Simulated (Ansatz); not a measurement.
How methods differ on [SiCl3]+ (SMILES Cl[Si+](Cl)Cl)

[SiCl3]+ has 4 atoms, charge +1, and is taken as a singlet. As SMILES, `Cl[Si+](Cl)Cl`. Geometry: optimised at B3LYP/def2-SVP.

```xyz
4

Cl   -1.5786   -0.6314    1.0053
Si    0.0000    0.0000    0.0000
Cl    1.7977   -0.6793    0.4560
Cl   -0.2191    1.3107   -1.4612
```

Each level gives the dissociation energy of the Cl3–Si2 bond into doublet Cl and doublet [SiCl2]+ (shapes relaxed at B3LYP/def2-SVP, no zero-point term) (eV). The values are calculated.

```csv
level,kind,program,value (eV),less CCSD(T)/def2-TZVP,CPU time (all runs)
HF/def2-TZVP,Hartree–Fock,Ansatz,3.46,-1.10,3.4 s
SVWN5/def2-TZVP,LDA,Ansatz,5.23,+0.67,2.7 s
PBE/def2-TZVP,GGA,Ansatz,4.57,+0.01,4.5 s
r2SCAN/def2-TZVP,meta-GGA,Ansatz,4.61,+0.05,13 s
PBE0-D4/def2-TZVP,global hybrid,Ansatz,4.64,+0.08,6.5 s
wB97M-V/def2-TZVP,range-separated hybrid,Ansatz,4.73,+0.17,22 s
B2PLYP/def2-TZVP,double hybrid,Ansatz,4.50,-0.06,11 s
RPA@PBE/def2-TZVP,RPA,Ansatz,4.13,-0.43,9.4 s
CCSD(T)/def2-TZVP,coupled cluster or CI,Ansatz,4.56,0.00,20 s
```

Differences are taken from CCSD(T)/def2-TZVP for orientation; it has basis-set and higher-order errors of its own. The values span 3.46 to 5.23 eV. Hartree–Fock misses the correlation of the electron pair that is broken and comes out low. Measured bond enthalpies also hold zero-point and thermal terms, a few tenths of an eV less. CPU times are rough (shared hosts, several kinds of processor): they show what a rung costs within a factor of a few.
